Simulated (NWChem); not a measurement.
Program: NWChem. System: BeCl2, charge 0, spin multiplicity 1, at a geometry optimised with PBE/def2-SVP. The structure started from a generated list of species. Level: EOM-CCSD/def2-SVPD, 11 core orbitals frozen.

Input file:

```
start mol
memory heap 100 mb stack 700 mb global 1900 mb
geometry units angstroms nocenter noautoz
  Be     0.000000     0.000000     0.000000
  Cl     0.000000     0.000000     1.814446
  Cl     0.000000     0.000000    -1.814446
  symmetry group D2h
end
basis spherical
  * library def2-svpd
end
scf
  rhf
  nopen 0
  maxiter 100
  thresh 1e-7
  semidirect memsize 60000000 filesize 0
end
tce
  freeze core 11
  ccsd
  nroots 1
  2eorb
  2emet 13
  thresh 1e-5
  maxiter 200
  tilesize 24
end
task tce energy
```

NWChem printed:

```
             Northwest Computational Chemistry Package (NWChem) 7.3.0
             --------------------------------------------------------

                                NWChem Input Module
                                -------------------

 Scaling coordinates for geometry "geometry" by  1.889725989
 (inverse scale =  0.529177249)

 Turning off AUTOSYM since
 SYMMETRY directive was detected!

                             Geometry "geometry" -> ""
                             -------------------------

 Output coordinates in angstroms (scale by  1.889725989 to convert to a.u.)

  No.       Tag          Charge          X              Y              Z
 ---- ---------------- ---------- -------------- -------------- --------------
    1 Be                   4.0000     0.00000000     0.00000000     0.00000000
    2 Cl                  17.0000     0.00000000     0.00000000     1.81444600
    3 Cl                  17.0000     0.00000000     0.00000000    -1.81444600

 Effective nuclear repulsion energy (a.u.)      81.8069087448

            Nuclear Dipole moment (a.u.)
            ----------------------------
        X                 Y               Z
 ---------------- ---------------- ----------------
     0.0000000000     0.0000000000     0.0000000000

      Symmetry information
      --------------------

 Group name             D2h
 Group number             26
 Group order               8
 No. of unique centers     2

      Symmetry unique atoms

     1    2


 Summary of "ao basis" -> "" (spherical)
 ------------------------------------------------------------------------------
       Tag                 Description            Shells   Functions and Types
 ---------------- ------------------------------  ------  ---------------------
 *                         def2-svpd                  on all atoms

 Summary of "ao basis" -> "ao basis" (spherical)
 ------------------------------------------------------------------------------
       Tag                 Description            Shells   Functions and Types
 ---------------- ------------------------------  ------  ---------------------
 Be                        def2-svpd                 6       12   3s3p
 Cl                        def2-svpd                11       27   5s4p2d

                                 NWChem SCF Module
                                 -----------------

  ao basis        = "ao basis"
  functions       =    66
  atoms           =     3
  closed shells   =    19
  open shells     =     0
  charge          =   0.00
  wavefunction    = RHF
  use symmetry    = T
  symmetry adapt  = T

 Summary of "ao basis" -> "ao basis" (spherical)
 ------------------------------------------------------------------------------
       Tag                 Description            Shells   Functions and Types
 ---------------- ------------------------------  ------  ---------------------
 Be                        def2-svpd                 6       12   3s3p
 Cl                        def2-svpd                11       27   5s4p2d

      Symmetry analysis of basis
      --------------------------

        ag         16
        au          2
        b1g         2
        b1u        16
        b2g         6
        b2u         9
        b3g         6
        b3u         9

 Forming initial guess at       0.0s

      Superposition of Atomic Density Guess
      -------------------------------------

 Sum of atomic energies:        -933.21291522

      Non-variational initial energy
      ------------------------------
[...]
    26ag  (alpha) ---    16b2u (alpha)        0.2184724372
    32ag  (alpha) ---    16b2u (alpha)        0.1983410145
    23b1u (alpha) ---    19b3g (alpha)        0.2808049896
    33b1u (alpha) ---    19b3g (alpha)       -0.1287874166

 Doubles contributions

 =========================================
 Excited-state calculation ( b3g symmetry)
 =========================================
 Dim. of EOMCC iter. space      500

 EOMCCSD SOLVER TYPE  1
  maxdiff =   0.52691865908880076

 No. of initial right vectors    1

 EOM-CCSD right-hand side iterations
 --------------------------------------------------------------
      Residuum       Omega / hartree  Omega / eV    Cpu    Wall
 --------------------------------------------------------------

 Iteration   1 using    1 trial vectors
   0.4439294539655   0.4106343071068   11.17393     2.1     2.1

 Iteration   2 using    2 trial vectors
   0.0959817966391   0.3155762534434    8.58727     2.1     2.1

 Iteration   3 using    3 trial vectors
   0.0707452832617   0.3051940102687    8.30476     2.1     2.1

 Iteration   4 using    4 trial vectors
   0.0326056926703   0.2989115902484    8.13380     2.1     2.1

 Iteration   5 using    5 trial vectors
   0.0135391233239   0.2971430247879    8.08568     2.1     2.1

 Iteration   6 using    6 trial vectors
   0.0068105644722   0.2971405667090    8.08561     1.8     1.8

 Iteration   7 using    7 trial vectors
   0.0038201248534   0.2971231889525    8.08514     2.0     2.0

 Iteration   8 using    8 trial vectors
   0.0025493704290   0.2971029825167    8.08459     1.9     1.9

 Iteration   9 using    9 trial vectors
   0.0016231869410   0.2971229009698    8.08513     1.8     1.8

 Iteration  10 using   10 trial vectors
   0.0008079773859   0.2971105695792    8.08479     1.4     1.4

 Iteration  11 using   11 trial vectors
   0.0003666373382   0.2971065732108    8.08468     1.5     1.5

 Iteration  12 using   12 trial vectors
   0.0002046868990   0.2971083314611    8.08473     1.5     1.5

 Iteration  13 using   13 trial vectors
   0.0001456455849   0.2971078041596    8.08472     1.5     1.5

 Iteration  14 using   14 trial vectors
   0.0000831141295   0.2971073687555    8.08471     1.9     1.9

 Iteration  15 using   15 trial vectors
   0.0000355724941   0.2971076013199    8.08471     1.3     1.3

 Iteration  16 using   16 trial vectors
   0.0000161549843   0.2971075961081    8.08471     1.4     1.4

 Iteration  17 using   17 trial vectors
   0.0000070206170   0.2971075592055    8.08471     1.4     1.4
 --------------------------------------------------------------
 Iterations converged
 ------------------

 Excited state root  1
 Excitation energy / hartree =        0.297107559205539
                   / eV      =        8.084711477846128
 largest EOMCCSD amplitudes: R1 and R2

 Singles contributions
    20ag  (alpha) ---    19b3g (alpha)        0.8564303101
    26ag  (alpha) ---    19b3g (alpha)       -0.2584200759
    32ag  (alpha) ---    19b3g (alpha)       -0.2158196035
    23b1u (alpha) ---    16b2u (alpha)       -0.1487949973

 Doubles contributions

 =========================================
 Excited-state calculation ( b3u symmetry)
 =========================================
 Dim. of EOMCC iter. space      500

 EOMCCSD SOLVER TYPE  1
  maxdiff =   0.54519637822567313

 No. of initial right vectors    1

 EOM-CCSD right-hand side iterations
 --------------------------------------------------------------
      Residuum       Omega / hartree  Omega / eV    Cpu    Wall
 --------------------------------------------------------------

 Iteration   1 using    1 trial vectors
   0.4186083443591   0.4687098578928   12.75425     2.6     2.6

 Iteration   2 using    2 trial vectors
   0.0791120805915   0.3833337915677   10.43105     2.1     2.1

 Iteration   3 using    3 trial vectors
   0.0677569474869   0.3748367750226   10.19983     2.2     2.2

 Iteration   4 using    4 trial vectors
   0.0705581248400   0.3633118850366    9.88622     2.5     2.5

 Iteration   5 using    5 trial vectors
   0.0834721774071   0.3495422665909    9.51153     2.4     2.4

 Iteration   6 using    6 trial vectors
   0.0903131645976   0.3361135518376    9.14612     2.1     2.1

 Iteration   7 using    7 trial vectors
   0.0446287226990   0.3272627573930    8.90528     2.0     2.0

 Iteration   8 using    8 trial vectors
   0.0236748826993   0.3254980302306    8.85726     2.0     2.0

 Iteration   9 using    9 trial vectors
   0.0131521390110   0.3252204222522    8.84970     1.8     1.8

 Iteration  10 using   10 trial vectors
   0.0058637230310   0.3248996517347    8.84097     2.0     2.0

 Iteration  11 using   11 trial vectors
   0.0024215483775   0.3248876333693    8.84065     1.7     1.7

 Iteration  12 using   12 trial vectors
   0.0011294115133   0.3249091992262    8.84123     1.8     1.8

 Iteration  13 using   13 trial vectors
   0.0006785163149   0.3248965676004    8.84089     1.9     1.9

 Iteration  14 using   14 trial vectors
   0.0004040666733   0.3248971998953    8.84091     1.9     1.9

 Iteration  15 using   15 trial vectors
   0.0002574010809   0.3249010787844    8.84101     1.9     1.9

 Iteration  16 using   16 trial vectors
   0.0001457211382   0.3248984277731    8.84094     2.0     2.0

 Iteration  17 using   17 trial vectors
   0.0000778827204   0.3248984494528    8.84094     2.0     2.0

 Iteration  18 using   18 trial vectors
   0.0000389192180   0.3248989473097    8.84095     1.9     1.9

 Iteration  19 using   19 trial vectors
   0.0000199556089   0.3248986068116    8.84094     1.9     1.9

 Iteration  20 using   20 trial vectors
   0.0000107978919   0.3248986557678    8.84095     2.0     2.0

 Iteration  21 using   21 trial vectors
   0.0000063149301   0.3248987200662    8.84095     1.3     1.3
 --------------------------------------------------------------
 Iterations converged
 ------------------

 Excited state root  1
 Excitation energy / hartree =        0.324898720066230
                   / eV      =        8.840947764105197
 largest EOMCCSD amplitudes: R1 and R2

 Singles contributions
    20ag  (alpha) ---    17b3u (alpha)       -0.8389914654
    26ag  (alpha) ---    17b3u (alpha)        0.2184724372
    32ag  (alpha) ---    17b3u (alpha)        0.1983410145
    23b1u (alpha) ---    18b2g (alpha)        0.2808049896
    33b1u (alpha) ---    18b2g (alpha)       -0.1287874166

 Doubles contributions

 Task  times  cpu:      262.8s     wall:      262.8s

 Total times  cpu:      262.8s     wall:      262.8s
```
